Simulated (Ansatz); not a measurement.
Cost and result for the atomization energy of C2H6O2Si, SMILES `C[SiH](O)C=O` (11 atoms, 10 bonds).

```json
{"atom": "C1", "x (Å)": "-1.393", "y (Å)": "0.704", "z (Å)": "-0.386"}
{"atom": "Si2", "x (Å)": "-0.147", "y (Å)": "-0.491", "z (Å)": "0.299"}
{"atom": "O3", "x (Å)": "0.249", "y (Å)": "-0.154", "z (Å)": "1.854"}
{"atom": "C4", "x (Å)": "1.539", "y (Å)": "-0.364", "z (Å)": "-0.621"}
{"atom": "O5", "x (Å)": "2.525", "y (Å)": "-0.102", "z (Å)": "0.032"}
{"atom": "H6", "x (Å)": "-1.019", "y (Å)": "1.730", "z (Å)": "-0.348"}
{"atom": "H7", "x (Å)": "-2.318", "y (Å)": "0.657", "z (Å)": "0.194"}
{"atom": "H8", "x (Å)": "-1.635", "y (Å)": "0.459", "z (Å)": "-1.424"}
{"atom": "H9", "x (Å)": "-0.646", "y (Å)": "-1.887", "z (Å)": "0.151"}
{"atom": "H10", "x (Å)": "1.198", "y (Å)": "-0.033", "z (Å)": "1.971"}
{"atom": "H11", "x (Å)": "1.649", "y (Å)": "-0.519", "z (Å)": "-1.720"}
```

The species carries charge 0 and has multiplicity 1. All single points use the PBE0-D4/def2-TZVP geometry. It is one conformer, not always the lowest. Program: Ansatz. All runs use 4 threads of a server CPU on a shared host. Times are those of one run each, without the atoms' runs, and a repeat can differ threefold. Electronic energies, without spin–orbit coupling; frozen cores. CCSD(T)/CBS adds CCSD(T) − MP2 in def2-TZVPP to the MP2 limit, and its time is that of the two runs behind it. T1 = 0.014. B3LYP takes the VWN-RPA correlation (the form of Gaussian; ORCA's B3LYP/G).

CCSD(T)/CBS is a level of theory with its own doubt, some kJ/mol a heavy atom from the limit and from the frozen cores, so smaller differences don't rank the functionals.

```json
{"level": "revPBE-D4/def2-TZVPP", "functions": "250", "wall time": "1.9 s"}
{"level": "BHLYP-D4/def2-TZVPP", "functions": "250", "wall time": "2.8 s"}
{"level": "B3LYP-D4/def2-TZVPP (with forces)", "functions": "250", "wall time": "4.1 s"}
{"level": "r2SCAN-D4/def2-TZVPP (with forces)", "functions": "250", "wall time": "4.5 s"}
{"level": "r2SCANh-D4/def2-TZVPP", "functions": "250", "wall time": "4.5 s"}
{"level": "CCSD(T)/def2-SVP", "functions": "104", "wall time": "4.6 s"}
{"level": "PBE-QIDH/def2-TZVPP", "functions": "250", "wall time": "5.5 s"}
{"level": "ωB97X-V/def2-TZVPP", "functions": "250", "wall time": "7 s"}
{"level": "B97M-V/def2-TZVPP", "functions": "250", "wall time": "8 s"}
{"level": "ωB97M-V/def2-TZVPP (with forces)", "functions": "250", "wall time": "11 s"}
{"level": "MP2/def2-QZVPP", "functions": "478", "wall time": "21 s"}
{"level": "CCSD(T)/def2-TZVPP", "functions": "250", "wall time": "2.4 min"}
{"level": "CCSD(T)/CBS(def2)", "functions": "–", "wall time": "2.8 min"}
```

Task: What atomization energy does each give, and how far from CCSD(T)/CBS? (Estimate.)

Result: The calculation gave: 
| level | atomization (kJ/mol) | difference from CCSD(T)/CBS | per bond |
| --- | --- | --- | --- |
| revPBE-D4/def2-TZVPP | 4268.5 | -32.8 | -3.3 |
| BHLYP-D4/def2-TZVPP | 4141.3 | -160.0 | -16.0 |
| B3LYP-D4/def2-TZVPP (with forces) | 4287.3 | -14.0 | -1.4 |
| r2SCAN-D4/def2-TZVPP (with forces) | 4303.3 | 2.0 | 0.2 |
| r2SCANh-D4/def2-TZVPP | 4268.5 | -32.8 | -3.3 |
| CCSD(T)/def2-SVP | 4032.8 | -268.5 | -26.9 |
| PBE-QIDH/def2-TZVPP | 4250.5 | -50.8 | -5.1 |
| ωB97X-V/def2-TZVPP | 4303.8 | 2.5 | 0.3 |
| B97M-V/def2-TZVPP | 4295.8 | -5.5 | -0.5 |
| ωB97M-V/def2-TZVPP (with forces) | 4307.9 | 6.6 | 0.7 |
| MP2/def2-QZVPP | 4338.9 | 37.6 | 3.8 |
| CCSD(T)/def2-TZVPP | 4183.4 | -117.9 | -11.8 |
| CCSD(T)/CBS(def2) | 4301.3 | 0.0 | 0.0 |

From PBE to PBE0 (25 % exact exchange), in def2-TZVPP and without D4, the atomization energy moves by −94.0 kJ/mol: exact exchange takes away binding that semilocal exchange gives to molecules. The D4 term adds +33.1 kJ/mol with B3LYP and +17.4 kJ/mol with PBE0; it sums over pairs of atoms, weighted by their polarisabilities, and B3LYP, whose exchange is more repulsive, gets the larger term. In def2-TZVPP, CCSD(T) changes the Hartree–Fock value by +1099.8 kJ/mol (the triples alone add +67.7 kJ/mol) and MP2 by +1185.2 kJ/mol; breaking electron pairs costs correlation energy, which Hartree–Fock lacks.
